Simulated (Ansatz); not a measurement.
Cartesian coordinates in Å:
```
C 1.329 -0.319 0.924
Ge 0.237 0.098 -0.619
C -1.660 0.054 -0.569
O -1.077 1.318 -0.242
H 2.015 0.504 1.127
H 0.679 -0.465 1.787
H 1.908 -1.227 0.752
H 0.965 0.444 -1.921
H -2.165 -0.445 0.259
H -2.232 0.037 -1.497
```

The species carries charge 0 and has multiplicity 1.

(1) List the CAM-B3LYP/def2-TZVPP orbital energies in eV (Ansatz 0.2.0). (Best estimate.)

Results:

(1) Ansatz gave: Occupied: -10852.30, -1356.51, -1207.50, -1207.45, -1207.44, -521.81, -279.94, -279.06, -171.38, -121.74, -121.64, -121.61, -35.42, -35.29, -35.24, -35.17, -35.17, -28.98, -21.67, -19.27, -16.32, -14.30, -13.47, -13.40, -13.02, -11.66, -10.87, -8.92, -8.20. Lowest empty: 0.79, 1.80, 2.24, 2.63, 3.45, 3.75, 4.12, 4.35.
